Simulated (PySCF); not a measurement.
**`CCc1ccccc1` in a uniform electric field**

Species: C8H10.
Structure used (GFN2-xTB), in Å, numbered top down from 1:
```xyz
18
C8H10 angstrom
C     -2.388   -0.463   -0.644
C     -1.656    0.140    0.557
C     -0.172    0.147    0.316
C      0.608   -0.945    0.676
C      1.967   -0.958    0.418
C      2.565    0.123   -0.206
C      1.797    1.215   -0.571
C      0.438    1.225   -0.312
H     -3.462   -0.469   -0.471
H     -2.183    0.115   -1.542
H     -2.058   -1.486   -0.814
H     -1.884   -0.447    1.449
H     -2.010    1.160    0.718
H      0.145   -1.791    1.165
H      2.561   -1.814    0.704
H      3.626    0.115   -0.406
H      2.258    2.061   -1.060
H     -0.158    2.081   -0.597
```

Level: wB97X-D/def2-SVPD (PySCF); nuclei fixed, core orbitals frozen in the response. Permanent dipole (-0.406, -0.033, -0.001) D (1 au = 2.5417 D). Static polarisability (au):

```
x   113.67  -0.25  -3.80
y    -0.25  89.40 -11.64
z    -3.80 -11.64  69.80
```

Only the terms in μ and α are kept: μ(F) = μ + αF and ΔE = −μ·F − ½ F·αF.

(1) Apply 0.008 au along ±x, ±y and ±z in turn. Tabulate induced and total dipoles and both energy terms.

(2) For the field (-0.0040, -0.0064, -0.0024) au, what is the induced dipole, and what angle does it make with the field?

(3) Which field along μ doubles the dipole in that direction (linear response)?

(4) What field makes μF equal to kT at 200 K?

(5) A unit point charge sits 7 Å away. Estimate the induction energy −αe²/2R⁴ with the mean polarisability, treating the molecule as a point.

Results:

(1) 
```csv
field along,induced x (D),induced y (D),induced z (D),total size (D),−μ·F (kJ/mol),−½F·αF (kJ/mol)
+x,2.311,-0.005,-0.077,1.907,+3.355,-9.550
−x,-2.311,0.005,0.077,2.719,-3.355,-9.550
+y,-0.005,1.818,-0.237,1.847,+0.273,-7.511
−y,0.005,-1.818,0.237,1.908,-0.273,-7.511
+z,-0.077,-0.237,1.419,1.522,+0.008,-5.864
−z,0.077,0.237,-1.419,1.472,-0.008,-5.864
```

(2) αF = (-1.128, -1.381, -0.198) D, at 13.3° to the field. The polarisability along this direction, F·αF/F², is 86.72 au, against a mean of 90.96 au.

(3) The polarisability along the dipole is 113.45 au, so F = 0.1603 au / 113.45 au = 0.0014 au = 0.07 V/Å; higher-order terms are ignored.

(4) kT = 0.6334 × 10⁻³ Eh, so F = 0.00395 au = 20.3 MV/cm.

(5) R = 13.23 bohr, so the energy is −91.0/(2 × 13.23⁴) Eh = -3.9 kJ/mol. The charge–dipole term at its most favourable orientation, −μe/R², is -2.4 kJ/mol.

Geometry: GFN2-xTB, one conformer, isolated molecule.

These values come from a run that also computed excited states. Time: 43 s. Hardware: one thread, Arm Neoverse V2, shared host.

wB97X-D is run here without its empirical dispersion term; that term would change no orbital, density or response property at a fixed geometry.
